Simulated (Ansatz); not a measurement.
`B[SiH2]N=C` + `N[SiH3]` → `C=N[SiH2]N[SiH3]` + BH₃ at 298.15 K and 1 bar (cleavage of the Si–B bond).

Calculated with Ansatz (gas phase, PBE0-D4/def2-TZVP geometries, no zero-point term in ΔE). CBS: MP2 limit from def2 TZ/QZ plus the TZ coupled-cluster correction, frozen cores. This one scheme is used for every species. One conformer a species, not always the lowest.

| species | CCSD(T)/CBS energy (Eh) | H − E (kJ/mol) | S (J/(mol·K)) |
| --- | --- | --- | --- |
| `B[SiH2]N=C` | -410.17839 | 195.6 | 326.0 |
| `N[SiH3]` | -346.80422 | 145.7 | 264.3 |
| `C=N[SiH2]N[SiH3]` | -730.46493 | 259.6 | 380.8 |
| BH₃ | -26.55200 | 78.7 | 188.3 |

H − E and S are ideal-gas, rigid-rotor, harmonic terms from PBE0-D4/def2-TZVP, for one conformer and one mirror image of each species. 1 Eh = 2625.50 kJ/mol, R = 8.31446 J/(mol·K).

Problem. By hand: ΔE, ΔH, ΔS and ΔG.

Solution. ΔE = (-730.46493) + (-26.55200) − (-410.17839) − (-346.80422) = -0.03432 Eh = -90.1 kJ/mol. Δ(H − E) = 259.6 + 78.7 − 195.6 − 145.7 = -3.0, so ΔH = -93.1 kJ/mol. ΔS = 380.8 + 188.3 − 326.0 − 264.3 = -21.2 J/(mol·K). ΔG = -93.1 − 298.15 × (-21.2)/1000 = -86.8 kJ/mol.

Problem. By hand: the equilibrium constant, and the temperature at which ΔG would vanish if ΔH and ΔS stayed fixed.

Solution. log₁₀ K = −ΔG/(RT ln 10) = 15.2. ΔG = 0 at ΔH/ΔS = 4392 K, far beyond where these terms or the molecules hold.

ΔH outweighs TΔS. A doubt of 5 kJ/mol in ΔE shifts log₁₀ K by 0.9 here. Other conformers and mirror images would add mixing entropy, several J/(mol·K) or more a flexible species. Modes under 60 cm⁻¹, often nearly free rotors, make the harmonic entropy too high. These are equilibria of isolated gas molecules and say nothing of rates. Largest T1 diagnostic: 0.013 (customary marks: 0.02 for closed shells, 0.045 for open ones).
